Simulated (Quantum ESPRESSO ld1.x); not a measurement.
Task: I4+, configuration [Kr] 4d10 5s1.5 5p1 6s0.5 (fractional occupations, a model configuration). Calculated with ld1.x of Quantum ESPRESSO 7.5: scalar-relativistic Kohn-Sham, exchange-only LDA, spin-polarised, spherical densities, point nucleus; open shells are filled with parallel spins first. Some entries of the table are withheld. Estimate them.

orbital  occ.  eigenvalue (Ry)  <r^2> (bohr^2)
1s up       1         -2425.08        0.001006
1s down     1         -2425.07        0.001006
2s up       1         -377.649         0.01622
2s down     1         -377.645         0.01622
2p up       3         -339.495         0.01283
2p down     3         -339.489         0.01283
3s up       1         -78.9237          0.1131
3s down     1         -78.9169          0.1131
3p up       3         -66.5584          0.1133
3p down     3         -66.5513          0.1132
3d up       5         -47.9847         0.09872
3d down     5         -47.9782         0.09871
4s up       1         -16.6532          0.6182
4s down     1         -16.6375          0.6172
4p up       3         -12.7668          0.7135
4p down     3         -12.7478          0.7110
4d up       5         -7.09177          0.9768
4d down     5         -7.05809          0.9636
5s up       1         -4.38281           3.523
5s down   0.5         -4.21288           3.464
5p up       1         -3.42925           4.551
5p down     0         -3.24186           4.490
5d up       0         -2.16535           7.819
5d down     0         -1.96732           7.889
6s up     0.5              (1)           14.15
6s down     0              (2)           14.66
6p up       0         -1.58379           17.92
6p down     0         -1.42361           19.17

Result: 
(1) 6s up eigenvalue (Ry): -1.90600
(2) 6s down eigenvalue (Ry): -1.73081
